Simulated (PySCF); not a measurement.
**How methods differ on the excitation energy of Ag**

Ag [Kr] 4d10 5s1 (2S) → Ag [Kr] 4d9 5s1 5p1 (high-spin determinant), as a difference of total energies. Calculation: PySCF 2.14, in aug-cc-pVDZ-PP with ECP28MDF; scalar relativity through the core potential. Correlated levels: valence: 4s2 4p6 frozen. The calculations carry no spin-orbit coupling.

| method | excitation energy (eV) |
| --- | --- |
| UHF | 5.720 |
| LDA | 7.659 |
| PBE | 7.373 |
| PBE0 | 7.154 |
| r2SCAN | 7.082 |
| M06-L | 7.737 |
| B2PLYP | 7.337 |
| r2SCANh | 7.032 |
| TPSSh | 7.101 |
| MP2 (valence) | 7.492 |
| SCS-MP2 (valence) | 7.415 |

**Question.** How much does correlation contribute at MP2 (valence)?

**Answer.** 7.492 − (5.720) = 1.772 eV, measured against UHF.

The determinant of the upper state mixes LS terms, which raises its energy above the lowest term, most at the Hartree-Fock and MP2 levels.
